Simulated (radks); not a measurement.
Results of a calculation; reference values are marked as such.
Coulomb parameter of the 4f shell of the terbium ion Tb2+ in the model configuration [Xe] 4f7.5 6s1.5, as a second difference U = [E(n + 0.25) + E(n - 0.25) - 2 E(n)] / (0.25)^2 with all orbitals relaxed. "Bare": the charge of the atom changes with n. "Screened": the 6s shell takes up the change at fixed total charge, which measures U(4f,4f) + U(6s,6s) - 2 U(4f,6s). Level of theory: Dirac Kohn-Sham, PBEsol, spin-unpolarised, spherical densities, point nucleus; open shells are shared between the two j in proportion to 2j + 1 (a radial shooting solver on a logarithmic mesh with Libxc functionals).

case                 configuration  E - E(n) (eV)
start             [Xe] 4f7.5 6s1.5          0.000
bare +0.25       [Xe] 4f7.75 6s1.5         -7.040
bare -0.25       [Xe] 4f7.25 6s1.5          8.201
screened +0.25  [Xe] 4f7.75 6s1.25         -3.012
screened -0.25  [Xe] 4f7.25 6s1.75          3.518

U(bare) = 18.574 eV, U(screened by 6s) = 8.107 eV.
